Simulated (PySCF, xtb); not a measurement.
Ga(F)2(NHMe) (CH4F2GaN), SMILES C[NH][Ga]([F])[F].

GFN2-xTB (xtb) at its own geometry gives an orbital gap of 2.57 eV and a dipole moment of 4.75 D.

The structure is a stationary point at PBE-D3(BJ)/def2-SVP. The structure was generated by enumeration; whether it is a known compound was not checked. Other conformers were not sampled.

What does CAM-B3LYP/def2-TZVP in PySCF give? (The exact figures need the calculation; the answer reports its results.)

gap 8.59 eV (levels -8.89 and -0.31 eV), dipole 3.38 D.
